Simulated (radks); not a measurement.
The terbium ion Tb2+ inside a hard spherical wall (all orbitals vanish at R), configuration held at [Xe] 4f9 and not refilled when levels cross. All-electron calculation, scalar-relativistic Kohn-Sham, LDA (Slater exchange, VWN5 correlation), spin-unpolarised, spherical densities, finite nucleus; Fermi nuclear charge, rms radius 5.06 fm. Program: a radial shooting solver on a logarithmic mesh with Libxc functionals. Eigenvalues in eV, with the zero of energy where the potential of the charges vanishes at infinity; a dash marks a level that is unbound or too diffuse for the functional's potential to be trusted. A positive occupied level is held by the wall or, in an anion where self-interaction has pushed it up, behind a barrier. The pressure on the wall is -dE/dV.

\begin{tabular}{lrrrrrrrrr}
R (bohr) & E (hartree) & kinetic (hartree) & e(4d) & e(5s) & e(5p) & e(4f) & e(6s, empty) & e(5d, empty) & pressure (GPa) \\ \hline
free & -11699.6593 & 12587.144 & -160.66 & -61.669 & -38.918 & -17.135 & -14.334 & -13.762 & 0 \\
15 & -11699.6593 & 12587.144 & -160.66 & -61.669 & -38.918 & -17.135 & -14.334 & -13.762 & < 0.0001 \\
10 & -11699.6593 & 12587.144 & -160.66 & -61.669 & -38.918 & -17.135 & -14.332 & -13.761 & < 0.0001 \\
8 & -11699.6592 & 12587.144 & -160.66 & -61.668 & -38.917 & -17.134 & -14.298 & -13.754 & 0.000619 \\
7 & -11699.6592 & 12587.145 & -160.65 & -61.664 & -38.913 & -17.129 & -14.183 & -13.727 & 0.00589 \\
5 & -11699.6551 & 12587.185 & -160.45 & -61.518 & -38.780 & -16.937 & -12.140 & -13.135 & 0.892 \\
2 & -11691.5858 & 12625.045 & -120.11 & -23.315 & 7.105 & 22.752 & 157.36 & 55.001 & 13300 \\
1.5 & -11663.5540 & 12728.599 & -61.577 & 69.011 & 115.15 & 86.168 & 448.32 & 186.34 & 122000 \\
\end{tabular}
